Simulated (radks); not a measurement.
Results of a calculation; reference values are marked as such.
All-electron atom: the barium ion Ba+ in [Xe] 5d1 (not the ground configuration). Level of theory: Dirac Kohn-Sham, BLYP, spin-unpolarised, spherical densities, point nucleus; open shells fill j = l - 1/2 first (a radial shooting solver on a logarithmic mesh with Libxc functionals).

X-ray form factor f0, the Fourier transform of the density (f0(0) = 55):

sin(theta)/lambda (1/angstrom),f0 (electrons)
0.05,53.981
0.1,51.384
0.15,48.052
0.2,44.610
0.25,41.399
0.3,38.546
0.4,33.821
0.5,29.969
0.6,26.669
0.8,21.556
1,18.226
1.25,15.454
1.5,13.164
2,9.218
